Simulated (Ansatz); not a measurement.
CH8GeOSi can be A, `O[SiH2][CH2][GeH3]`, or B, `C[SiH2][GeH2][OH]`.

Gas-phase electronic energies from Ansatz, PBE0-D4/def2-TZVP geometries. CCSD(T)/CBS adds triple-zeta CCSD(T) − MP2 to the extrapolated MP2 energy (def2 sets, frozen cores). Functionals use def2-TZVPP. B3LYP here is the variant with VWN-RPA as its local correlation; programs differ in this. For Ge outer-core shells are correlated without core-valence functions, which leaves a few kJ/mol of doubt a bond. Scalar relativity is left out up to krypton. Each species was taken in one conformer, which may not be the lowest.

A:

```xyz
12

O     1.9320    0.9393    0.0421
Si    0.3809    1.3638    0.4155
C    -0.7365   -0.1176    0.5632
Ge   -0.5356   -1.4029   -0.9049
H     2.4631    0.5234    0.7214
H     0.3522    2.1478    1.6842
H    -0.0682    2.2184   -0.7103
H    -0.5608   -0.6449    1.5055
H    -1.7762    0.2260    0.5781
H     0.7969   -2.1566   -0.7660
H    -1.6867   -2.4253   -0.8713
H    -0.5610   -0.6714   -2.2576
```

B:

Z-matrix (Å, degrees):
```
C
Si 1 1.873
H 1 1.092 2 110.7
H 1 1.092 2 111.0 3 -120.3
H 1 1.092 2 110.3 3 119.5
Ge 2 2.389 1 110.5 3 -63.4
H 2 1.491 1 110.5 3 177.5
H 2 1.491 1 111.1 3 58.0
O 6 1.797 2 108.9 1 -58.1
H 6 1.538 2 113.3 1 56.0
H 6 1.547 2 113.0 1 -179.2
H 9 0.960 6 112.0 2 -68.7
```

Problem. Which is lower in electronic energy at CCSD(T)/CBS, and by how much? (Estimate.)

Solution. Computed: A, by 53.4 kJ/mol.

Problem. Give E(B) − E(A) in kJ/mol with CCSD/def2-TZVPP, B3LYP, r2SCAN-D4, BLYP-D4, B2PLYP, HF/def2-TZVPP, B3LYP-D4. (Best estimate.)

Solution. Computed: CCSD/def2-TZVPP 53.3, B3LYP 41.6, r2SCAN-D4 44.0, BLYP-D4 38.1, B2PLYP 47.7, HF/def2-TZVPP 56.7, B3LYP-D4 44.2. None reverses the order clearly.

Problem. Does the order hold for the free energy at 298.15 K (harmonic terms from PBE0-D4)? (An estimate is asked.)

Solution. The calculation gave: Yes: G(B) − G(A) = +57.0 kJ/mol, for one conformer each. Modes under 60 cm⁻¹, often nearly free rotors, make the harmonic entropy too high.

Largest T1 diagnostic: 0.012.

From r2SCAN to r2SCAN0 (25 % exact exchange), in def2-TZVPP and without D4, E(B) − E(A) moves by +4.7 kJ/mol. Leaving LDA and LC-ωPBE aside and taking each functional with its dispersion term where it has one, the values, not all of them listed here, spread over 19.6 kJ/mol, from PBE-D4 to BHLYP-D4. LDA lies +12.4 kJ/mol from PBE without D4.
